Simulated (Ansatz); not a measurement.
Geometry optimisation, Ansatz 0.2.0, RKS PBE-D4/def2-SVP.

input.yaml

```yaml
crystal:
  periodic: [false, false, false]
  atoms:
    - { symbol: Sn, position_ang: [-0.921925, -0.399752, -0.594713] }
    - { symbol: Br, position_ang: [2.921679, 0.208345, -0.522557] }
    - { symbol: H, position_ang: [-0.023903, -1.821942, -0.233156] }
    - { symbol: H, position_ang: [-2.60961, -0.756396, -0.725185] }
    - { symbol: H, position_ang: [-0.366213, 0.42588, -1.997376] }
    - { symbol: H, position_ang: [1.994013, 0.936057, 0.382957] }
    - { symbol: Se, position_ang: [-0.60968, 1.264359, 1.366798] }
    - { symbol: H, position_ang: [-0.38426, 0.143348, 2.323233] }
basis:
  gaussian: { orbitals: def2-SVP }
hamiltonian:
  xc: pbe
  dispersion: d4
relax:
  f_tol: 0.03
  max_steps: 50
```

Run as:

```bash
$ ansatz run input.yaml --threads 2 --pin off --max-ram 3072MiB --backend cpu --events-out ev --progress --plain --runs-dir out
```

Question: Where does it end, and by what steps?

Answer: The forces met the threshold. The force dipped under the threshold on the way, but the program's further checks kept it going. After 6 steps the energy has fallen by 0.082 eV; Br2 moved furthest, 0.35 Å.

```json
{"step": "0", "energy less start (eV)": "0.0000", "largest force component (eV/Å)": "0.454", "accepted": "yes"}
{"step": "1", "energy less start (eV)": "-0.0457", "largest force component (eV/Å)": "0.236", "accepted": "yes"}
{"step": "2", "energy less start (eV)": "-0.0630", "largest force component (eV/Å)": "0.441", "accepted": "yes"}
{"step": "3", "energy less start (eV)": "-0.0775", "largest force component (eV/Å)": "0.091", "accepted": "yes"}
{"step": "4", "energy less start (eV)": "-0.0797", "largest force component (eV/Å)": "0.050", "accepted": "yes"}
{"step": "5", "energy less start (eV)": "-0.0808", "largest force component (eV/Å)": "0.015", "accepted": "yes"}
{"step": "6", "energy less start (eV)": "-0.0817", "largest force component (eV/Å)": "0.021", "accepted": "yes"}
```

```xyz
8
Properties=species:S:1:pos:R:3
Sn -0.959 -0.427 -0.653
Br 3.020 0.358 -0.220
H -0.048 -1.857 -0.359
H -2.658 -0.734 -0.586
H -0.520 0.376 -2.109
H 1.804 0.837 0.469
Se -0.367 1.269 1.226
H -0.272 0.179 2.232
```

Run time: 18 s on 2 threads of Arm Neoverse V1 (shared host), peak memory 0.17 GiB.
